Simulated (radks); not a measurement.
Results of a calculation; reference values are marked as such.
The mean radii <r> (bohr) of the occupied orbitals of an atom or ion are listed with their occupations. Code: a radial shooting solver on a logarithmic mesh with Libxc functionals. Model: scalar-relativistic Kohn-Sham, exchange-only B88, spin-polarised, spherical densities, finite nucleus; Fermi nuclear charge, rms radius of each element as measured or else 0.836 A^(1/3) + 0.57 fm.

orbital  occ.      <r>
1s up       1  0.02274
1s down     1  0.02274
2s up       1  0.09701
2s down     1  0.09701
2p up       3  0.08546
2p down     3  0.08546
3s up       1   0.2551
3s down     1   0.2549
3p up       3   0.2534
3p down     3   0.2532
3d up       5   0.2311
3d down     5   0.2308
4s up       1   0.5794
4s down     1   0.5792
4p up       3   0.6136
4p down     3   0.6133
4d up       5   0.6711
4d down     5   0.6715
5s up       1    1.403
5s down     1    1.427
5p up       3    1.652
5p down     3    1.697
6s up       1    4.334
6s down     1    4.551
4f up       6   0.9985

Name the element and its charge. Open shells, if any, are filled with parallel spins first.

Answer. Z = 62, samarium, charge 0: Sm in [Xe] 4f6 6s2. The 1s radius gives Z: for a bare nucleus <r> = (2 gamma + 1)/(2Z) with gamma = sqrt(1 - (Z/c)^2), 0.02245 bohr for Z = 62, and screening makes it slightly larger (0.02274 here). The occupations add up to 62, and the charge is Z minus that.
